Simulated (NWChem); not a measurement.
System: ZrNHF2; SMILES [NH]=[Zr]([F])[F]

Input file for NWChem:

```
start job
memory heap 200 mb stack 900 mb global 1100 mb
geometry units angstroms noautoz
  Zr     0.031663    -0.000158     0.052803
  N     -1.595031    -0.001730    -0.727971
  H     -2.444510    -0.003029    -1.285309
  F      0.983263    -1.667335    -0.196134
  F      0.980248     1.668641    -0.196787
end
basis spherical
  * library def2-svp
end
ecp
  Zr library def2-ecp
end
dft
  xc xctpssh
  iterations 150
  mulliken
end
task dft energy
```

All runs use the structure optimised with PBE0/def2-SVP. def2 effective core potentials on Zr; no spin-orbit coupling.

### Question
Give the results of this calculation. (TPSSh/def2-SVP with def2 effective core potentials on Zr.) Quantities: energy (Ha); highest occupied level (eV); orbital gap (eV); dipole (D).

### Answer
- energy (Ha) = -302.03
- highest occupied level (eV) = -6.21
- orbital gap (eV) = 3.23
- dipole (D) = 3.13
